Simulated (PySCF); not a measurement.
Species: [Pt(NH3)6]4+ (charge +4 and singlet state).
Bonds: Pt1–N2, Pt1–N6, Pt1–N10, Pt1–N14, Pt1–N18, Pt1–N22. Hydrogens: H3, H4, H5 on N2; H7, H8, H9 on N6; H11, H12, H13 on N10; H15, H16, H17 on N14; H19, H20, H21 on N18; H23, H24, H25 on N22.

Computed, not measured: PySCF 2.14.0, PBE0-D3(BJ)/def2-SVP geometry optimisation, gas phase, def2 core potentials past Kr.

**Question.** How far are the bound atoms from Pt1?

**Answer.** 6 atoms: N22 2.115 Å, N14 2.115 Å, N18 2.115 Å, N10 2.115 Å, N2 2.116 Å, N6 2.116 Å. The nearest atom not counted as bound is H15, at 2.71 Å (others tie with it).

**Question.** List the angles at Pt1.

**Answer.** 
| angle | degrees | distance of the outer atoms (Å) |
| --- | --- | --- |
| N2–Pt1–N6 | 179.8 | 4.23 |
| N10–Pt1–N14 | 179.7 | 4.23 |
| N18–Pt1–N22 | 179.7 | 4.23 |
| N2–Pt1–N14 | 90.7 | 3.01 |
| N6–Pt1–N10 | 90.5 | 3.01 |
| N6–Pt1–N18 | 90.4 | 3.00 |
| N2–Pt1–N22 | 90.2 | 3.00 |
| N14–Pt1–N22 | 90.2 | 3.00 |
| N10–Pt1–N18 | 90.1 | 3.00 |
| N14–Pt1–N18 | 89.9 | 2.99 |
| N6–Pt1–N22 | 89.9 | 2.99 |
| N10–Pt1–N22 | 89.7 | 2.98 |
| N2–Pt1–N10 | 89.6 | 2.98 |
| N2–Pt1–N18 | 89.5 | 2.98 |
| N6–Pt1–N14 | 89.2 | 2.97 |

**Question.** What is the shape at Pt1?

**Answer.** Octahedral: the three widest angles are 179.8°, 179.7° and 179.7°, the others run from 89.2° to 90.7°.

**Question.** What are the other bond lengths?

**Answer.** N2–H3 and 17 like bonds 1.035 Å.

Point group: near C2h, missed by 0.20 Å at most; the miss may be what the optimiser left on a soft mode. Charge +4, singlet. The ion is multiply charged and computed without counter-ions or solvent. Whether it is a minimum is left open (no frequencies).
